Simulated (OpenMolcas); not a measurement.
## Ionisation energies of tellurium

| Quantity | Value |
| --- | --- |
| Program | OpenMolcas 26.06 |
| Basis | ANO-R2 [7s6p4d2f1g] |
| Scalar Hamiltonian | X2C, finite nucleus |
| Spin-orbit coupling | state interaction with AMFI integrals over the reference wave functions, term energies averaged over their components |

Active shells in each charge state: the valence s, p shells, with orbitals averaged over the low states. Where CASPT2's correlated closed shells are named, they are those of the first ion.

A. CASSCF
B. SS-CASPT2, IPEA 0.25 Eh, imaginary shift 0.1 Eh (closed shells correlated: 4d)
C. SS-CASPT2, IPEA 0.25 Eh, imaginary shift 0.1 Eh (closed shells correlated: none)
D. SS-CASPT2, IPEA 0.25 Eh, imaginary shift 0.1 Eh (closed shells correlated: 4s 4p 4d)
E. SS-CASPT2, IPEA 0 Eh, imaginary shift 0.1 Eh (closed shells correlated: 4d)

Energies in eV between the lowest computed levels, named as in B; reference values from the NIST Atomic Spectra Database with their kind.

| From | To | A | B | C | D | E | Spin-orbit share in B | Reference |
| --- | --- | --- | --- | --- | --- | --- | --- | --- |
| Te2+ 5s² 5p² ³P₀ | Te3+ 5s² 5p ²P°_1/2 | 26.853 | 27.734 | 27.377 | 27.745 | 27.830 | +0.111 | 27.840 (measured) |
| Te3+ 5s² 5p ²P°_1/2 | Te4+ 5s² ¹S₀ | 36.469 | 37.523 | 37.038 | 37.553 | 37.615 | +0.681 | 37.416 (measured) |
| Te4+ 5s² ¹S₀ | Te5+ 5s ²S_1/2 | 57.117 | 58.130 | 57.182 | 58.210 | 58.133 | +0.000 | 59.300 (measured) |
| Te5+ 5s ²S_1/2 | Te6+ 4d¹⁰ ¹S₀ | 68.871 | 70.361 | 68.871 | 70.472 | 70.404 | +0.000 | 69.100 (theoretical) |

Steps that some method lacks are left out, and so are those with a state whose active s or d shell is doubly occupied in every root (s and p with five to eight electrons, d10) over a frozen core shell of the same l, since the two then mix freely.

Error against the reference values, in %:

| From | Reference | A | B | C | D | E |
| --- | --- | --- | --- | --- | --- | --- |
| Te2+ | measured | -3.5 | -0.4 | -1.7 | -0.3 | 0 |
| Te3+ | measured | -2.5 | +0.3 | -1.0 | +0.4 | +0.5 |
| Te4+ | measured | -3.7 | -2.0 | -3.6 | -1.8 | -2.0 |
| Te5+ | theoretical | -0.3 | +1.8 | -0.3 | +2.0 | +1.9 |

Mean absolute error over the 3 measured values: A 1.37 eV, B 0.46 eV, C 0.99 eV, D 0.44 eV, E 0.46 eV.

° marks odd parity.
